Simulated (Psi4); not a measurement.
C4H5 (SMILES [C-]1=CCC1), charge -1, singlet, at a GFN2-xTB geometry (a gas-phase anion, which may not be bound at this level). Base run: Psi4 1.11 with CCSD(T)/cc-pVDZ.

The Psi4 input:
```
memory 2 GB

molecule mol {
-1 1
  C    -0.025333   -0.757839    0.943421
  C    -0.008029    0.604862    0.840226
  C     0.002307   -0.804745   -0.645540
  C     0.019914    0.737262   -0.650922
  H    -0.011585    1.428951    1.568604
  H    -0.883807   -1.244133   -1.133044
  H     0.894940   -1.264333   -1.101506
  H     0.923550    1.191030   -1.112801
  H    -0.856249    1.211242   -1.144358
}

set basis cc-pvdz
set reference rhf
set freeze_core true

energy('ccsd(t)')
print_variables()
```

The base run was repeated with changes; each row names its change, and settings that it needs were set with it.

```
change                ΔE vs base (mEh)  MP2 correlation (Eh)  basis functions  core-seconds (rough)
--------------------  ----------------  --------------------  ---------------  --------------------
base                             0.000              -0.54643               81                    30
method = dlpno-mp2              63.577              -0.54606               81                     5
method = mp2                    63.428              -0.54621               81                     3
method = fno-ccsd(t)             0.000              -0.54643               81                    40
method = ccsd                   22.380              -0.54643               81                    20
method = mp3                         ?              -0.54621               81                     3
method = mp4                         ?              -0.54643               81                    30
method = qcisd(t)               -0.327              -0.54643               81                    30
```

Q: What belongs in the gaps?

A: 
- method = mp3, ΔE vs base (mEh): 28.647
- method = mp4, ΔE vs base (mEh): 1.095

A gas-phase anion may not be bound at this level; its values then depend on the basis.
